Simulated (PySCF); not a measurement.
HgCl, SMILES [Cl][Hg] (connectivity only; charge and spin as stated), neutral, multiplicity 2.

The structure is a stationary point at B3LYP-D3(BJ)/def2-TZVPD. The spin state was assumed, not searched. The def2 effective core potentials stand for the cores of Hg; spin–orbit coupling is left out.

Computed with PBE/def2-TZVPD run with PySCF.

The molecule is in vacuum.

```json
{
 "total_energy": "-613.55835 hartree",
 "point_group": "C∞v",
 "α spin, highest occupied and lowest empty level": "-6.39 and -1.57 eV",
 "β spin, highest occupied and lowest empty level": "-7.12 and -5.56 eV",
 "dipole_moment": "2.87 D",
 "mean_static_polarisability": "53.3 bohr³ (7.89 Å³)",
 "polarisability_principal_values": "41.3, 41.3, 77.2 bohr³",
 "⟨S²⟩": "0.753 (pure state 0.75)"
}
```
